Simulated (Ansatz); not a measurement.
ClH4OSi2 (`[SiH2]O[SiH2]Cl`) radical, 8 atoms. Total charge 0; spin multiplicity 2. All runs use 4 threads of an Arm Neoverse V1 on a shared host. Correlated methods freeze the cores. Open-shell runs search over several starts.

(1) How many basis functions does each run have, and how long does it take in Ansatz? UKS ωB97M-V/def2-SVP energy; UKS PBE0-D4/def2-SVP energy; UKS PBE0-D4/def2-QZVPP energy; UHF-CCSD(T)/def2-TZVPP energy; UKS PBE-QIDH (frozen core)/def2-TZVPP energy; UKS ωB97M-V/def2-QZVPP energy; UKS B3LYP-D4/def2-TZVPP energy and forces; UHF-MP2/def2-QZVPP energy; UKS PBE0-D4/def2-TZVP relaxation (42 steps); UKS BHLYP-D4/def2-TZVPP energy; direct RPA on PBE orbitals/def2-TZVPP energy; UKS PBE-D4/def2-TZVPP energy and forces. (An estimate is asked.)

Results:

(1) Computed: Other jobs shared the machine, so times are rough.

```tsv
level	job	functions	wall time	peak host memory (GiB)
UKS PBE0-D4/def2-SVP	energy	88	1.8 s	0.42
UKS PBE-D4/def2-TZVPP	energy and forces	213	3.5 s	0.32
UKS B3LYP-D4/def2-TZVPP	energy and forces	213	6 s	0.71
direct RPA on PBE orbitals/def2-TZVPP	energy	213	6 s	0.51
UKS BHLYP-D4/def2-TZVPP	energy	213	6.5 s	0.74
UKS PBE-QIDH (frozen core)/def2-TZVPP	energy	213	6.5 s	0.59
UKS ωB97M-V/def2-SVP	energy	88	7.5 s	0.43
UKS PBE0-D4/def2-QZVPP	energy	387	17 s	1.8
UHF-MP2/def2-QZVPP	energy	387	21 s	1.9
UKS ωB97M-V/def2-QZVPP	energy	387	35 s	2.2
UKS PBE0-D4/def2-TZVP	relaxation (42 steps)	166	2.9 min	0.53
UHF-CCSD(T)/def2-TZVPP	energy	213	3.8 min	7.2
```

B3LYP here is the variant with VWN-RPA as its local correlation; programs differ in this.
